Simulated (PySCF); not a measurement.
**Telling isomers of C7H12O4 apart by NMR**

Theoretical values (PySCF 2.14.0 with density-fitted response routines): structure optimised with GFN2-xTB, PBE0/pcSseg-1 with gauge-including orbitals. One conformer, no solvent model, non-relativistic, one averaged value for each set of equivalent atoms.

Shifts are taken against calculated references (same method and geometry level): 1H (σref 31.72) and 13C (σref 186.93) against TMS. Where no couplings were computed, multiplicities follow the n + 1 count of equivalent neighbours, and m marks all less simple cases (inequivalent or close neighbours, rings, F or P nearby). Shifts are as computed. Against solution values, carbons near 30 ppm lie about +3 ppm off and those near 130 ppm about +5 ppm. Of 1211 compounds with measured shifts, 218 miss one by over three times the rms of a fit or turn the order of signals round; such compounds aren't used in these exercises.

(1) Tabulate the signals of `CCCOC(=O)C(=O)OCC`, `COC(=O)C(=O)OC(C)(C)C` and their relative energies.

(2) What is the quickest way to tell CCCOC(=O)C(=O)OCC from COC(=O)C(=O)OC(C)(C)C?

Results:

(1) 
```tsv
SMILES	carbon types	δC	δH	E rel. (kcal/mol)
CCCOC(=O)C(=O)OCC	2×C 3×CH2 2×CH3	164.4, 164.4, 71.9, 64.7, 25.6, 16.2, 11.1	4.57 (q, 2H), 4.14 (t, 2H), 1.90 (m, 2H), 1.34 (t, 3H), 1.04 (t, 3H)	1.2
COC(=O)C(=O)OC(C)(C)C	3×C 4×CH3	165.4, 162.2, 83.4, 54.9, 28.5	3.99 (s, 3H), 1.62 (s, 9H)	0.0
```

Energies are electronic energies at PBE0/pcSseg-1 on these geometries, without zero-point or thermal terms, each for the one conformer computed, which needn't be the lowest.

(2) Count the carbon signals: 7 against 5. The first has an sp3 CH2 bonded to O at 71.9 ppm, the second a fully substituted sp3 carbon bonded to O (C) at 83.4 ppm. Their most deshielded carbons lie at 164.4 and 165.4 ppm. In the proton spectra the most deshielded non-exchanging signals are 4.57 (q, 2H) and 3.99 (s, 3H).
